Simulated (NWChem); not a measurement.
System: SiH$_{3}$O$_{2}$Cl; SMILES O[SiH](O)Cl

NWChem input:

```
start job
memory heap 200 mb stack 900 mb global 1100 mb
geometry units angstroms noautoz
  Si    -0.021586     0.466942     0.406412
  O     -1.316883     1.240694    -0.236439
  O      1.362084     1.148431    -0.178892
  Cl     0.021084    -1.539311    -0.117733
  H     -0.168305     0.552160     1.870959
  H     -1.312303     1.396866    -1.186145
  H      2.123847     0.573157    -0.295054
end
basis spherical
  * library 6-31+g*
end
dft
  xc xwpbe 0.80 cpbe96 1.0 hfexch 1.00
  cam 0.2 cam_alpha 0.2 cam_beta 0.8
  iterations 150
end
tddft
  cis
  nroots 6
  notriplet
end
task tddft energy
```

Excerpt of the output:

```
             Northwest Computational Chemistry Package (NWChem) 7.3.0
             --------------------------------------------------------

 C1  symmetry detected

                             Geometry "geometry" -> ""
                             -------------------------

 Output coordinates in angstroms (scale by  1.889725989 to convert to a.u.)

  No.       Tag          Charge          X              Y              Z
 ---- ---------------- ---------- -------------- -------------- --------------
    1 Si                  14.0000    -0.01335584     0.43693340     0.38219309
    2 O                    8.0000    -1.29197635     1.25180777    -0.24298946
    3 O                    8.0000     1.38112330     1.04434250    -0.25658140
    4 Cl                  17.0000    -0.07163351    -1.58045801    -0.09565146
    5 H                    1.0000    -0.11472216     0.56107391     1.84779893
    6 H                    1.0000    -1.30761900     1.38642850    -1.19587179
    7 H                    1.0000     2.11391692     0.43401406    -0.37998868

 Effective nuclear repulsion energy (a.u.)     228.3118858674

  pbe96 is a nonlocal functional; adding pw91lda local functional.

                                 NWChem DFT Module
                                 -----------------

 Summary of "ao basis" -> "ao basis" (spherical)
 ------------------------------------------------------------------------------
       Tag                 Description            Shells   Functions and Types
 ---------------- ------------------------------  ------  ---------------------
 Si                         6-31+g*                 10       22   5s4p1d
 O                          6-31+g*                  8       18   4s3p1d
 Cl                         6-31+g*                 10       22   5s4p1d
 H                          6-31+g*                  2        2   2s

            General Information
            -------------------
          SCF calculation type: DFT
          Wavefunction type:  closed shell.
          No. of atoms     :     7
          No. of electrons :    50
           Alpha electrons :    25
            Beta electrons :    25
          Charge           :     0
          Spin multiplicity:     1
          Use of symmetry is: off; symmetry adaption is: off
          Maximum number of iterations: 150
          AO basis - number of functions:    86
                     number of shells:    42
          Convergence on energy requested:  1.00D-06
          Convergence on density requested:  1.00D-05
          Convergence on gradient requested:  5.00D-04

              XC Information
              --------------
                     Hartree-Fock (Exact) Exchange  1.000
                     LC-wPBE(h)Exchange Functional  0.800
            Perdew 1991 LDA Correlation Functional  1.000 local
           PerdewBurkeErnz. Correlation Functional  1.000 non-local

           Range-Separation Parameters
           ---------------------------
           Alpha           :  0.20
           Beta            :  0.80
           Gamma           :  0.20
           Short-Range HF  :     F

             Grid Information
             ----------------
          Grid used for XC integration:  medium
          Radial quadrature: Mura-Knowles
          Angular quadrature: Lebedev.
          Tag              B.-S. Rad. Rad. Pts. Rad. Cut. Ang. Pts.
          ---              ---------- --------- --------- ---------
          Si                  1.10       88          11.0       590
          O                   0.60       49          12.0       434
          Cl                  1.00       88          12.0       590
          H                   0.35       45          11.0       434
          Grid pruning is: on
          Number of quadrature shells:   409
          Spatial weights used:  Erf1

      Superposition of Atomic Density Guess
      -------------------------------------

 Sum of atomic energies:        -899.27720325

      Non-variational initial energy
      ------------------------------

 Total energy =    -900.420177
 1-e energy   =   -1697.320121
 2-e energy   =     568.588059
 HOMO         =      -0.422740
 LUMO         =       0.020862

   convergence    iter        energy       DeltaE   RMS-Dens  Diis-err
 ---------------- ----- ----------------- --------- --------- ---------
 d= 0,ls=0.0,diis     1   -901.5418990275 -1.13D+03  1.63D-02  9.25D-01
 d= 0,ls=0.0,diis     2   -901.5596289988 -1.77D-02  6.66D-03  8.66D-01
 d= 0,ls=0.0,diis     3   -901.6380332488 -7.84D-02  1.16D-03  1.57D-02
 d= 0,ls=0.0,diis     4   -901.6395034342 -1.47D-03  4.70D-04  1.03D-03
 d= 0,ls=0.0,diis     5   -901.6396425846 -1.39D-04  1.02D-04  2.60D-05
  Resetting Diis
 d= 0,ls=0.0,diis     6   -901.6396476103 -5.03D-06  3.40D-05  1.94D-06
 d= 0,ls=0.0,diis     7   -901.6396479330 -3.23D-07  1.41D-05  7.35D-07
 d= 0,ls=0.0,diis     8   -901.6396479106  2.24D-08  5.72D-06  1.10D-06

         Total DFT energy =     -901.639647910592
      One electron energy =    -1700.215897902127
           Coulomb energy =      637.439869293962
    Exchange-Corr. energy =      -67.175505169858
 Nuclear repulsion energy =      228.311885867430

 Numeric. integr. density =       49.999996270763

                       DFT Final Molecular Orbital Analysis
                       ------------------------------------

 Vector   23  Occ=2.000000D+00  E=-4.230808D-01
              MO Center=  4.9D-01,  3.7D-01,  9.1D-02, r^2= 3.4D+00
   Bfn.  Coefficient  Atom+Function         Bfn.  Coefficient  Atom+Function
  ----- ------------  ---------------      ----- ------------  ---------------
    45      0.377287  3 O  pz                66      0.314709  4 Cl py
    49      0.276138  3 O  pz                44      0.190700  3 O  py
    43      0.187723  3 O  px                82     -0.178707  5 H  s
    25      0.173388  2 O  px                65      0.172424  4 Cl px
    70      0.155058  4 Cl py                81     -0.140140  5 H  s

 Vector   24  Occ=2.000000D+00  E=-4.148127D-01
              MO Center= -1.8D-01, -1.1D+00,  2.7D-02, r^2= 2.5D+00
   Bfn.  Coefficient  Atom+Function         Bfn.  Coefficient  Atom+Function
  ----- ------------  ---------------      ----- ------------  ---------------
    67      0.592987  4 Cl pz                71      0.309647  4 Cl pz
    65      0.260916  4 Cl px                63     -0.231088  4 Cl pz
    10     -0.224254  1 Si s                 26     -0.208285  2 O  py
    32      0.168820  2 O  s                 30     -0.150646  2 O  py
    66     -0.144028  4 Cl py                82     -0.143788  5 H  s

 Vector   25  Occ=2.000000D+00  E=-4.113771D-01
              MO Center= -9.5D-02, -7.9D-01, -3.1D-02, r^2= 3.1D+00
   Bfn.  Coefficient  Atom+Function         Bfn.  Coefficient  Atom+Function
  ----- ------------  ---------------      ----- ------------  ---------------
    65      0.560054  4 Cl px                69      0.294243  4 Cl px
    67     -0.273789  4 Cl pz                26     -0.220137  2 O  py
    61     -0.218140  4 Cl px                44      0.172505  3 O  py
    10      0.161668  1 Si s                 30     -0.161111  2 O  py
    71     -0.140235  4 Cl pz                82      0.135240  5 H  s

[...]

                                NWChem TDDFT Module
                                -------------------

            General Information
            -------------------
           No. of orbitals :     172
            Alpha orbitals :      86
             Beta orbitals :      86
        Alpha frozen cores :       0
         Beta frozen cores :       0
     Alpha frozen virtuals :       0
      Beta frozen virtuals :       0
         Spin multiplicity :       1
    Number of AO functions :      86
        Use of symmetry is : off
      Symmetry adaption is : off
         Schwarz screening :  0.10D-07

              XC Information
              --------------
              Hartree-Fock (Exact) Exchange   1.00
              LC-wPBE(h)Exchange Functional   0.80
     Perdew 1991 LDA Correlation Functional   1.00 local
    PerdewBurkeErnz. Correlation Functional   1.00 non-local
           Alpha           :  0.20
           Beta            :  0.80
           Gamma           :  0.20

             TDDFT Information
             -----------------
          Calculation type : Tamm-Dancoff TDDFT
         Wavefunction type : Restricted singlets
          No. of electrons :      50
           Alpha electrons :      25
            Beta electrons :      25
              No. of roots :       6
          Max subspacesize :    5200
            Max iterations :     100
               Target root :       1
           Target symmetry : none
      Symmetry restriction : off
                 Algorithm : Optimal
        Davidson threshold :  0.10D-03

    6 smallest eigenvalue differences (eV)
--------------------------------------------------------
  No. Spin  Occ  Vir  Irrep   E(Occ)    E(Vir)   E(Diff)
--------------------------------------------------------
    1    1   25   26 a        -0.411     0.038    12.236
    2    1   24   26 a        -0.415     0.038    12.330
    3    1   23   26 a        -0.423     0.038    12.555
    4    1   25   27 a        -0.411     0.056    12.710
    5    1   24   27 a        -0.415     0.056    12.804
    6    1   23   27 a        -0.423     0.056    13.029
--------------------------------------------------------

  Entering Davidson iterations
  Restricted singlet excited states

  Iter   NTrls   NConv    DeltaV     DeltaE      Time
  ----  ------  ------  ---------  ---------  ---------
    1      6       0     0.58E-01   0.10+100       25.1
    2     12       0     0.42E-01   0.11E-01       24.7
    3     18       0     0.22E-01   0.48E-02       24.3
    4     24       0     0.22E-01   0.22E-02       24.6
    5     30       0     0.14E-01   0.11E-02       24.2
    6     36       0     0.75E-02   0.44E-03       24.2
    7     42       0     0.54E-02   0.21E-03       23.7
    8     48       0     0.45E-02   0.91E-04       25.6
    9     54       1     0.33E-02   0.45E-04       24.4
   10     59       2     0.18E-02   0.18E-04       22.7
   11     63       3     0.78E-03   0.39E-05       21.7
   12     66       4     0.36E-03   0.75E-06       20.8
   13     68       5     0.19E-03   0.18E-06       19.5
   14     69       6     0.75E-04   0.33E-07       19.4
  ----  ------  ------  ---------  ---------  ---------
  Convergence criterion met

  Ground state a        -901.639647910592 a.u.

  ----------------------------------------------------------------------------
  Root   1 singlet a              0.298328924 a.u.                8.1179 eV
  ----------------------------------------------------------------------------
     Transition Moments    X -0.24411   Y  0.19656   Z  0.12307
     Dipole Oscillator Strength                    0.0225482396
     Electric Quadrupole                           0.0000000813
     Magnetic Dipole                               0.0000023187
     Total Oscillator Strength                     0.0225506397

     Occ.   20  a   ---  Virt.   26  a        0.05641
     Occ.   20  a   ---  Virt.   28  a        0.06754
     Occ.   21  a   ---  Virt.   26  a       -0.10092
     Occ.   21  a   ---  Virt.   27  a        0.07038
     Occ.   22  a   ---  Virt.   26  a       -0.05820
     Occ.   22  a   ---  Virt.   27  a        0.17781
     Occ.   22  a   ---  Virt.   28  a       -0.05872
     Occ.   22  a   ---  Virt.   36  a        0.05189
     Occ.   23  a   ---  Virt.   26  a       -0.15527
     Occ.   23  a   ---  Virt.   27  a        0.13531
     Occ.   23  a   ---  Virt.   28  a       -0.08547
     Occ.   24  a   ---  Virt.   26  a        0.36778
     Occ.   24  a   ---  Virt.   27  a       -0.09022
     Occ.   24  a   ---  Virt.   28  a       -0.05444
     Occ.   24  a   ---  Virt.   37  a        0.05271
     Occ.   25  a   ---  Virt.   26  a        0.81565
     Occ.   25  a   ---  Virt.   27  a       -0.12128
     Occ.   25  a   ---  Virt.   30  a        0.05388
     Occ.   25  a   ---  Virt.   33  a        0.06897
     Occ.   25  a   ---  Virt.   34  a        0.06702
     Occ.   25  a   ---  Virt.   35  a        0.08000
     Occ.   25  a   ---  Virt.   37  a        0.08495
  ----------------------------------------------------------------------------
  Root   2 singlet a              0.301629525 a.u.                8.2078 eV
  ----------------------------------------------------------------------------
     Transition Moments    X -0.26990   Y -0.20543   Z -0.09144
     Dipole Oscillator Strength                    0.0248159455
     Electric Quadrupole                           0.0000002413
     Magnetic Dipole                               0.0000027066
     Total Oscillator Strength                     0.0248188934

     Occ.   19  a   ---  Virt.   26  a        0.07902
     Occ.   22  a   ---  Virt.   26  a       -0.20841
     Occ.   22  a   ---  Virt.   27  a       -0.11859
     Occ.   22  a   ---  Virt.   28  a       -0.06317
     Occ.   22  a   ---  Virt.   29  a        0.05129
     Occ.   23  a   ---  Virt.   26  a        0.79776
     Occ.   23  a   ---  Virt.   27  a        0.26862
     Occ.   23  a   ---  Virt.   28  a        0.15845
     Occ.   23  a   ---  Virt.   29  a       -0.08273
     Occ.   23  a   ---  Virt.   33  a        0.11492
     Occ.   23  a   ---  Virt.   34  a        0.09302
     Occ.   24  a   ---  Virt.   26  a       -0.17857
     Occ.   24  a   ---  Virt.   28  a        0.15275
     Occ.   24  a   ---  Virt.   30  a       -0.06329
     Occ.   25  a   ---  Virt.   26  a        0.21521
     Occ.   25  a   ---  Virt.   28  a       -0.13052
  ----------------------------------------------------------------------------
  Root   3 singlet a              0.307182155 a.u.                8.3589 eV
  ----------------------------------------------------------------------------
     Transition Moments    X -0.00764   Y -0.17887   Z  0.65199
     Dipole Oscillator Strength                    0.0936176398
     Electric Quadrupole                           0.0000001098
     Magnetic Dipole                               0.0000012738
     Total Oscillator Strength                     0.0936190235

     Occ.   19  a   ---  Virt.   26  a       -0.05963
     Occ.   21  a   ---  Virt.   26  a       -0.05204
     Occ.   22  a   ---  Virt.   26  a        0.13739
     Occ.   22  a   ---  Virt.   28  a        0.09963
     Occ.   23  a   ---  Virt.   26  a       -0.21297
     Occ.   23  a   ---  Virt.   27  a       -0.13155
     Occ.   23  a   ---  Virt.   28  a       -0.07481
     Occ.   24  a   ---  Virt.   26  a       -0.78924
     Occ.   24  a   ---  Virt.   27  a       -0.13677
     Occ.   24  a   ---  Virt.   28  a        0.17848
     Occ.   24  a   ---  Virt.   30  a       -0.12033
     Occ.   24  a   ---  Virt.   33  a       -0.05629
     Occ.   24  a   ---  Virt.   34  a       -0.10869
     Occ.   24  a   ---  Virt.   37  a       -0.06904
     Occ.   25  a   ---  Virt.   26  a        0.35092
     Occ.   25  a   ---  Virt.   27  a        0.12864
     Occ.   25  a   ---  Virt.   28  a       -0.11408
     Occ.   25  a   ---  Virt.   30  a        0.06165
  ----------------------------------------------------------------------------
  Root   4 singlet a              0.315892776 a.u.                8.5959 eV
  ----------------------------------------------------------------------------
     Transition Moments    X -0.52239   Y -0.30311   Z -0.06952
     Dipole Oscillator Strength                    0.0778368823
     Electric Quadrupole                           0.0000002930
     Magnetic Dipole                               0.0000003710
     Total Oscillator Strength                     0.0778375463

[...]
```

Level: LRC-wPBEh/6-31+G* (spherical d), TDA. The geometry was optimised at PBE0/def2-SVP.
